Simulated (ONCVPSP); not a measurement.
## Mg (Z = 12): excitation energies, all-electron against ONCV

Mg (Z = 12), optimised norm-conserving Vanderbilt (ONCV), made with ONCVPSP 4.0.1 (PBE, scalar-relativistic). Core [He], reference 2s2 2p6 3s1 (charge +1). Waves: 2s+3s: rc 1.40 bohr, ncon 4, nbas 7, qcut 10 1/bohr, 2 projectors; 2p: rc 1.00 bohr, ncon 3, nbas 8, qcut 11.2 1/bohr, 1 projector. Local part: polynomial inside 0.95 bohr (lpopt 1, dvloc0 4 Ha). Core correction: Teter function, fcfact 5.5, rcfact 1.25.

Energies are relative to the spin-unpolarised reference configuration 2s2 2p6 3s1; without spin polarisation the order of configurations can differ from experiment.

| valence configuration | charge | ΔE all-electron (eV) | error AE − PS (meV) |
| --- | --- | --- | --- |
| 2s2 2p6 3s0 | +2 | 15.025 | -1.2 |
| 2s2 2p6 3s1.5 | +0.5 | -4.816 | 0.0 |

Problem. What are ΔE and the potential's error for 2s1 2p6 3s2?

Solution. ΔE = 83.510 eV all-electron; the error (AE − PS) is -454 meV.

Problem. What are ΔE and the potential's error for 2s2 2p6 3s2?

Solution. ΔE = -7.960 eV all-electron; the error (AE − PS) is -0.1 meV.

Levels in the configuration 2s2 2p6 3s1.5:

```tsv
level	all-electron (eV)	pseudo (eV)
2s	-84.107	-84.095
2p	-50.873	-50.873
3s	-7.920	-7.919
```
